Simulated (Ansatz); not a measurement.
Input file for Ansatz (a first-principles code): R-PBE/def2-TZVPP on BH3S (SMILES BS), atoms moved off the minimum.

Ansatz 0.2 input:
```yaml
crystal:
  periodic: [false, false, false]
  atoms:
    - {symbol: B, position_ang: [-0.90737101, -0.98488613, 0.06574133]}
    - {symbol: H, position_ang: [-0.31889905, -2.05138952, 0.48307767]}
    - {symbol: H, position_ang: [-1.79001126, -0.72312347, -0.20459840]}
    - {symbol: S, position_ang: [0.52577838, 0.45600135, -0.08080876]}
    - {symbol: H, position_ang: [-0.41431010, 1.33367588, -0.45990572]}
basis:
  gaussian:
    orbitals: def2-TZVPP
hamiltonian:
  xc: {name: PBE}
scf: {lower_state_search: off}
output: {forces: true}
```

Problem. Predict the final total energy.

Solution. -424.5921 hartree.
